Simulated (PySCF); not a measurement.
Task: What does the GFN2-xTB structure of `CC1(C(C#N)(C#N)C#N)CC1` look like in three dimensions?

Result: 
```
atom  x, y, z in Å
C1    -1.2895    0.8491    0.8294
C2    -0.4087   -0.0899    0.0379
C3     1.0614    0.3819   -0.0081
C4     1.5999    0.4634    1.3447
N5     2.0043    0.5102    2.4099
C6     1.1424    1.6974   -0.6325
N7     1.1846    2.7212   -1.1330
C8     1.9140   -0.5209   -0.7688
N9     2.5844   -1.2262   -1.3637
C10   -0.9577   -0.7847   -1.1728
C11   -0.6686   -1.5669    0.0764
H12   -1.2856    1.8471    0.3902
H13   -0.9457    0.9261    1.8612
H14   -2.3121    0.4811    0.8354
H15   -1.9874   -0.5936   -1.4338
H16   -0.3157   -0.9303   -2.0295
H17   -1.4999   -1.9119    0.6723
H18    0.1712   -2.2467    0.0730
```

Orientation and origin are arbitrary. Atoms count from 1 in this order. All 3 C–N bonds measure 1.140 Å. The C–C distances run from 1.456 Å (C3–C8, drawn single) to 1.545 Å (C2–C3, drawn single), a spread of 0.089 Å. All internal angles of the 3-membered ring C2–C10–C11 are 60.0°. Of the pairs four or more bonds apart, C8···H18 is among the closest relative to their van der Waals radii: 2.59 Å, 89 % of the sum of Bondi's values.

Bonds between heavy atoms (Å): C1–C2 1.511, C2–C3 1.545, C3–C4 1.458, C4≡N5 1.140, C3–C6 1.458, C6≡N7 1.140, C3–C8 1.456, C8≡N9 1.140, C2–C10 1.500, C10–C11 1.502, C2–C11 1.500.

Structure optimised with GFN2-xTB, isolated species.

Point group: Cs (every atom within 0.08 Å of its image). Whether it is a minimum is left open (no frequencies). The numbers are those of one conformer (C1–C2–C3–C4 60°).

All values are computed, not measured.
